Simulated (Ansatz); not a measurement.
This geometry of a periodic cell of 31 atoms, Al₃₀Si (host Al, host structure fcc, dopant Si, one Al atom removed) is a first-order saddle point.

Level of theory: DFT PBEsol, scalar-relativistic, plane waves, PAW (Ansatz). Settings: PAW set soft_1, cutoff 420 eV, k mesh 3x3x3, gaussian smearing 0.1 eV, no spin polarisation.

```xyz
31
Lattice="8.1000 0.0000 0.0000 0.0000 8.1000 0.0000 0.0000 0.0000 8.1000" Properties=species:S:1:pos:R:3
Al 4.085 0.000 0.028
Al 6.066 2.026 0.019
Al 6.062 0.043 2.014
Al 0.010 0.017 0.005
Al 2.117 2.027 0.103
Al 4.085 4.053 0.027
Al 6.090 6.077 -0.007
Al 1.985 -0.156 1.980
Si 2.899 2.027 2.893
Al 6.062 4.010 2.014
Al 4.067 -0.009 4.062
Al 6.063 2.026 4.017
Al 6.077 -0.015 6.072
Al 0.010 4.036 0.005
Al 2.021 6.077 -0.083
Al 0.108 2.026 2.111
Al 1.985 4.209 1.980
Al 4.084 6.077 2.027
Al 0.033 0.000 4.080
Al 4.067 4.062 4.062
Al 6.098 6.076 4.064
Al 2.020 0.043 6.057
Al 4.022 2.027 6.057
Al 6.077 4.067 6.072
Al -0.078 6.076 2.016
Al 0.033 4.053 4.080
Al 2.033 6.076 4.079
Al 0.025 2.026 6.061
Al 2.020 4.011 6.057
Al 4.069 6.077 6.093
Al -0.002 6.076 6.084
```

(1) Which two structures does it join? (They come from a converged band through this point; their orientation in space is the band's.)

(2) How far does it lie above each of them?

## Answers

(1) The atom that moves furthest is Si9, by 2.89 Å; four of its nearest neighbours are Al17 2.82, Al8 2.82, Al11 2.83, Al20 2.83 Å at the first end and Al8 2.82, Al17 2.82, Al11 2.82, Al20 2.82 Å at the last.

Initial state:

```xyz
31
Lattice="8.1000 0.0000 0.0000 0.0000 8.1000 0.0000 0.0000 0.0000 8.1000" Properties=species:S:1:pos:R:3
Al 4.061 0.009 0.009
Al 6.069 2.029 0.012
Al 6.071 0.007 2.021
Al 0.006 -0.005 0.003
Al 2.047 2.028 -0.001
Al 4.063 4.047 0.009
Al 6.078 6.079 0.003
Al 2.049 0.052 2.044
Si 4.065 2.027 2.016
Al 6.073 4.049 2.018
Al 4.038 0.050 4.035
Al 6.081 2.028 4.032
Al 6.079 -0.004 6.075
Al 0.009 4.063 0.001
Al 2.032 6.077 0.001
Al 0.010 2.027 2.037
Al 2.050 4.002 2.045
Al 4.059 6.077 2.022
Al 0.024 0.015 4.047
Al 4.040 4.004 4.034
Al 6.082 6.078 4.050
Al 2.035 0.014 6.058
Al 4.043 2.027 6.068
Al 6.081 4.062 6.074
Al 0.009 6.078 2.021
Al 0.024 4.042 4.046
Al 2.030 6.079 4.050
Al 0.024 2.029 6.056
Al 2.037 4.042 6.056
Al 4.061 6.078 6.073
Al 0.010 6.078 6.071
```

Final state:

Only the atoms that move by more than 0.05 Å are listed.
```
Si9 2.017 2.025 4.058
```

(2) 0.67 eV above the first and 0.67 eV above the second. This is the barrier of this one path; another mechanism may lie lower. Limits of this set-up: coarse k mesh, PAW files made for another functional, no spin, though dangling bonds at a vacancy may carry it, a small cell, in which the defect meets its images.

Run time: 14 min on 4 threads of Intel(R) Xeon(R) Platinum 8375C CPU @ 2.90GHz (Ice Lake), with other jobs on the host, peak memory 4.7 GiB.
